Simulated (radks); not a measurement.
Spin polarisation of the 5d7 shell in Ir. Start: [Xe] 4f14 5d(up 3.5, down 3.5) 6s2; electrons of 5d are moved from spin down to spin up, other shells keep equal spins. All-electron calculation, scalar-relativistic Kohn-Sham, LDA (Slater exchange, Perdew-Wang correlation), spin-polarised, spherical densities, finite nucleus; Fermi nuclear charge, rms radius of each element as measured or else 0.836 A^(1/3) + 0.57 fm. Program: a radial shooting solver on a logarithmic mesh with Libxc functionals.

moment (Bohr magnetons)  E - E(0) (eV)  e(5d up) (eV)  e(5d down) (eV)  6s down minus up (eV)  5p down minus up (eV)
0                                0.000         -7.359           -7.359                  0.000                  0.000
0.75                            -0.075         -7.554           -7.152                  0.205                  0.388
1.5                             -0.301         -7.735           -6.930                  0.411                  0.777
2.25                            -0.679         -7.905           -6.695                  0.619                  1.166
3                               -1.209         -8.061           -6.445                  0.829                  1.557

At moment 3 the spin-polarisation energy is -1.209 eV and the 5d exchange splitting 1.617 eV, that is 0.539 eV per Bohr magneton; E = -I m^2/4 would give I = 0.537 eV.
